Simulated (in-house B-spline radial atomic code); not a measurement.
Radial electron density of Mn+, [Ar] 3d5 4s1. Level of theory: scalar-relativistic (X2C) r2SCAN0, spin-polarised, spherical fractional occupations, exact exchange averaged over the configuration, Fermi nucleus of rms radius 3.7057 fm; calculated with a B-spline radial code for spherical atoms.

Columns: r (bohr), 4πr²n(r) (electrons per bohr), bar.

```
 0.00217   0.7205 #
 0.00265    1.026 #
 0.00324    1.458 ##
 0.00396    2.057 ###
 0.00484    2.882 ####
 0.00591    3.995 #####
 0.00721    5.471 #######
 0.00881     7.41 ##########
  0.0108    9.915 #############
  0.0131    12.81 #################
   0.016    16.31 ######################
  0.0196     20.2 ###########################
  0.0239       24 ################################
  0.0292    27.32 #####################################
  0.0357    29.53 ########################################
  0.0436    30.07 ########################################
  0.0533     28.8 #######################################
   0.065    26.31 ###################################
  0.0794    23.85 ################################
   0.097    23.11 ###############################
   0.118    25.02 ##################################
   0.145    29.18 #######################################
   0.177    32.69 ############################################
   0.216    32.57 ############################################
   0.264     27.5 #####################################
   0.322    19.69 ##########################
   0.393    13.34 ##################
    0.48    11.54 ################
   0.586    13.37 ##################
   0.716    15.03 ####################
   0.875    13.79 ###################
    1.07    10.07 ##############
     1.3    6.137 ########
    1.59    3.238 ####
    1.95    1.686 ##
    2.38   0.9709 #
     2.9   0.5682 #
    3.55   0.2833 
    4.33   0.1091 
    5.29  0.02886 
    6.46  0.00486 
    7.89 0.0004737 
    9.63 2.45e-05
```

On this grid the curve has 3 maxima, near 0.0436, 0.177, 0.716 bohr.

The 4s up radial function P(r) = rR(r), positive near the nucleus:

```
r (bohr)          P
  0.0008   0.007803
 0.00119    0.01122
 0.00178    0.01615
 0.00265    0.02301
 0.00396    0.03254
 0.00591    0.04525
 0.00881    0.06136
  0.0131     0.0799
  0.0196    0.09796
  0.0292     0.1073
  0.0436    0.09438
   0.065    0.04272
   0.118    -0.1074
   0.177     -0.184
   0.264    -0.1205
   0.393     0.1061
   0.586     0.3027
   0.875     0.1748
     1.3    -0.2527
    1.95    -0.6251
     2.9    -0.6181
    4.33    -0.3118
    6.46   -0.06856
    9.63  -0.004929
```
